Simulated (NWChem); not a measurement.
# Atomisation of HISSi

```
Si
S 1 2.1619
H 2 1.3578 1 93.52
I 1 2.5210 2 98.13 3 180.00
```
Charge 0, spin multiplicity 1.

All runs are NWChem calculations. Structure: optimised with B3LYP/def2-SVP with def2 effective core potentials on I, a minimum by its harmonic frequencies. It is one conformer; others weren't searched.

Basis set: def2-TZVP. The atomisation energy is electronic alone: no zero-point, thermal, spin-orbit or counterpoise terms. No value is extrapolated to the basis-set limit. Free atoms are single determinants with multiplicities Si 3, I 2, S 3, H 2.

Effective core potentials replace the inner electrons of I; spin-orbit coupling is left out. B3LYP has NWChem's definition, with VWN1-RPA local correlation. The structure started from a generated list of species. No SCF solution was tested for a lower state. Open-shell Hartree-Fock references start from PBE0 orbitals.

Q: One of these methods gave an atomisation energy of 162.1 kcal/mol. Which?
A. PBE0
B. BHandHLYP
C. HF
D. B3LYP

A: C, HF. The others give 232.2 (BHandHLYP), 247.5 (PBE0), 242.1 (B3LYP).
